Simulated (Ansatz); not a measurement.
CH5ClFNSn, SMILES `C[NH][SnH]([F])[Cl]`, relaxed with RKS PBE0-D4/def2-TZVP in Ansatz 0.2.0 from a PBE-D4/def2-SVP geometry. The force threshold is 0.005 eV/Å; the program also tests the step.

The species carries charge 0 and has multiplicity 1. Sn: def2 effective core potential.

Start:

```xyz
10

C     0.819   -0.562   -1.113
N    -0.418    0.158   -0.809
Sn   -0.743    0.694    1.134
F     0.886    1.677    1.578
Cl   -0.705   -1.146    2.638
H     0.860   -1.614   -0.744
H     0.978   -0.582   -2.213
H     1.676   -0.016   -0.670
H    -1.242   -0.307   -1.212
H    -2.111    1.698    1.410
```

Q: How much energy does the relaxation release, and in how many steps? (Best estimate.)

A: Computed: 9.00 kJ/mol, in 12 steps.

Q: Which bonds change most? (An estimate is asked.)

A: The calculation gave: Sn3–Cl5 from 2.377 to 2.323 Å; N2–Sn3 from 2.041 to 1.991 Å; Sn3–F4 from 1.954 to 1.910 Å; Sn3–H10 from 1.719 to 1.692 Å.

Q: Give the relaxed structure. (Estimate.)

A: Ansatz gave: 
```xyz
10

C     0.811   -0.583   -1.093
N    -0.398    0.165   -0.774
Sn   -0.734    0.695    1.115
F     0.822    1.708    1.564
Cl   -0.610   -1.098    2.588
H     0.795   -1.628   -0.761
H     0.974   -0.569   -2.174
H     1.672   -0.096   -0.632
H    -1.212   -0.217   -1.236
H    -2.119    1.623    1.405
```
